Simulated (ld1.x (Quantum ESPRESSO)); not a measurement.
# tellurium (Te): one change to a PAW potential, before and after

tellurium (Te), PAW, made with ld1.x (Quantum ESPRESSO) 7.5 (LDA (PZ), scalar-relativistic). Core [Kr] 4d10, reference 5s2 5p3.5 (charge +0.5). Waves: 5s (bound): rcut 1.85, rcutus 2.00 bohr; 5s channel at -0.2 Ry: rcut 1.85, rcutus 2.00 bohr; 5p (bound): rcut 1.80, rcutus 2.10 bohr; 5p channel at 1.7 Ry: rcut 1.80, rcutus 2.10 bohr; 5d channel at 0.15 Ry: rcut 1.40, rcutus 1.55 bohr; 5d channel at 1.55 Ry: rcut 1.40, rcutus 1.55 bohr. Local part: all-electron potential smoothed inside 1.75 bohr (lloc = -2). Core correction: a·sin(br)/r model core, default radius (ld1.x builds one for every PAW set, though the input has nlcc=.false.). Augmentation charge: PSQ, inside the norm-conserving radii.

All-electron outer shells of the reference configuration (LDA (PZ), scalar-relativistic, ld1.x):

```tsv
shell	level (eV)	outermost node (bohr)	outermost maximum (bohr)
4d	-46.04	0.36	0.81
5s	-19.41	0.91	1.77
5p	-9.87	1.00	2.11
```

Change: local potential all-electron potential smoothed inside 1.52 bohr (lloc = -2).

Cutoffs: the cutoffs (Ry, on a coarse ladder) from which the occupation-weighted sum of valence levels, in a spherical-Bessel basis at the reference potential, stays within 10 and 1 mRy of its value at 400 Ry; they do not see the model core or the augmentation charge, which bear on the density cutoff. Errors are all-electron minus pseudo energies relative to the spin-unpolarised reference configuration.

Q: Predict the effect on cutoff, ghosts and configuration errors.

A: The potential gets neither clearly harder nor softer (8 Ry and 18 Ry → 8 Ry and 18 Ry); both files keep a bound ghost (d); of the 9 tests that both files solve, the error grows in 2 and shrinks in 1 by more than 15 % and 0.3 meV (median size 2.7 → 2.7 meV).

| quantity | base | changed |
| --- | --- | --- |
| cutoff, loose | 8 Ry | 8 Ry |
| cutoff, tight | 18 Ry | 18 Ry |
| bound ghosts | d | d |
| error for 5s2 5p4, meV [ΔE -3.98 eV] | +0.7 | +0.7 |
| error for 5s2 5p3, meV [ΔE 5.93 eV] | -2.7 | -2.7 |
| error for 5s2 5p2, meV [ΔE 24.10 eV] | -26 | -26 |
| error for 5s1 5p4, meV [ΔE 15.86 eV] | -17 | -17 |
| error for 5s2 5p0, meV [ΔE 88.24 eV] | -292 | -282 |
| error for 5s0 5p6, meV [ΔE 14.93 eV] | -17 | -16 |
| error for 5s1 5p5, meV [ΔE 5.37 eV] | -1.2 | -0.8 |
| error for 5s2 5p3.5 (spin-polarised), meV [ΔE -0.82 eV] | -0.1 | +1.1 |
| error for 5s2 5p4 (spin-polarised), meV [ΔE -4.46 eV] | +0.3 | +0.9 |
| s: phases at 2.29 bohr within 0.05 rad from the reference energy up to (Ry; the scan ends near 5) | 4.1 | 3.6 |
| p: phases at 2.29 bohr within 0.05 rad from the reference energy up to (Ry; the scan ends near 5) | to the end of the scan | to the end of the scan |
| d: phases at 2.29 bohr within 0.05 rad from the reference energy up to (Ry; the scan ends near 5) | to the end of the scan | to the end of the scan |
| lowest overlap eigenvalue by channel | s 0.38, p 0.53, d 0.12 | s 0.37, p 0.52, d 0.12 |

 A true bound ghost makes a file unfit for plane-wave use even where its test errors are small: the radial tests pick states by their node count and pass the ghost by.
